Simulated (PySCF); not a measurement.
**Radial density of Bi(2+) (bismuth, charge +2)**

UHF, [Xe] 4f14 5d10 6s2 6p1, 2P determinant. Calculation: PySCF 2.14, in aug-cc-pVTZ-PP with one added diffuse shell each of d, f type with ECP60MDF (6s5p5d3f, 67 functions); scalar relativity through the core potential. This is the valence pseudo-density: the core potential removes the inner electrons and smooths the orbitals near the nucleus.

```json
{"r (bohr)": "0.00953", "4πr²ρ (e/bohr)": "1.694e-05", "4πr²(ρα − ρβ)": "0.0000"}
{"r (bohr)": "0.0160", "4πr²ρ (e/bohr)": "4.158e-05", "4πr²(ρα − ρβ)": "0.0000"}
{"r (bohr)": "0.0270", "4πr²ρ (e/bohr)": "8.216e-05", "4πr²(ρα − ρβ)": "0.0000"}
{"r (bohr)": "0.0453", "4πr²ρ (e/bohr)": "0.0001163", "4πr²(ρα − ρβ)": "0.0000"}
{"r (bohr)": "0.0763", "4πr²ρ (e/bohr)": "0.0002086", "4πr²(ρα − ρβ)": "0.0000"}
{"r (bohr)": "0.128", "4πr²ρ (e/bohr)": "0.001144", "4πr²(ρα − ρβ)": "0.0000"}
{"r (bohr)": "0.216", "4πr²ρ (e/bohr)": "0.01641", "4πr²(ρα − ρβ)": "0.0001"}
{"r (bohr)": "0.363", "4πr²ρ (e/bohr)": "0.5257", "4πr²(ρα − ρβ)": "0.0031"}
{"r (bohr)": "0.611", "4πr²ρ (e/bohr)": "10.91", "4πr²(ρα − ρβ)": "0.0636"}
{"r (bohr)": "1.03", "4πr²ρ (e/bohr)": "20.11", "4πr²(ρα − ρβ)": "-0.0273"}
{"r (bohr)": "1.73", "4πr²ρ (e/bohr)": "5.622", "4πr²(ρα − ρβ)": "0.3215"}
{"r (bohr)": "2.91", "4πr²ρ (e/bohr)": "1.005", "4πr²(ρα − ρβ)": "0.4120"}
{"r (bohr)": "4.89", "4πr²ρ (e/bohr)": "0.04139", "4πr²(ρα − ρβ)": "0.0324"}
{"r (bohr)": "8.22", "4πr²ρ (e/bohr)": "9.311e-05", "4πr²(ρα − ρβ)": "0.0001"}
```

Energies and moments cover only the electrons outside the core potential. Spin-orbit coupling, absent here, splits the open shell strongly.

(1) Where is the radial spin density 4πr²(ρα − ρβ) most negative, and why is it negative at all?

## Answers

(1) Around r = 1.03 bohr, down to -0.0273 e/bohr: exchange with the open shell polarises the paired shells in an unrestricted calculation.
